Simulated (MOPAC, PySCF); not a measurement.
H2AlIO2, SMILES `[Al]([I])([OH])[OH]` (H–O–Al–I torsion 0°, I–Al–O–H torsion 0°), neutral singlet in the gas phase. 

Z-matrix (Å, degrees):
```
Al
O 1 1.6849
H 2 0.9580 1 122.97
O 1 1.6849 2 117.73 3 -179.88
H 4 0.9580 1 122.94 2 -179.90
I 1 2.4796 2 121.13 3 0.12
```
Charge 0, multiplicity 1.

All levels are single points at this geometry (B3LYP-D3(BJ)/def2-TZVP); Pople sets use spherical d functions. Orbital energies aren't observables, and empty levels follow the basis.

| level | HOMO (eV) | LUMO (eV) | gap (eV) | dipole (D) | vertical IE, Delta-SCF (eV) |
|---|---|---|---|---|---|
| B3LYP-D3(BJ)/def2-TZVP in PySCF | -7.66 | -1.25 | 6.41 | 1.02 | 10.15 |
| PBE-D3(BJ)/def2-TZVP in PySCF | -6.74 | -1.80 | 4.95 | 0.91 | 9.84 |
| B3LYP/LANL2DZ in PySCF | -7.91 | -1.41 | 6.50 | 1.52 | – |
| M06-2X/6-31G* (LANL2DZ on I) in PySCF | -8.86 | -0.27 | 8.59 | 0.51 | – |
| HF/6-31G* (LANL2DZ on I) in PySCF | -10.47 | 2.12 | 12.59 | 0.55 | 9.64 |
| PM6 in MOPAC | -10.10 | 0.73 | 10.84 | 1.04 | – |
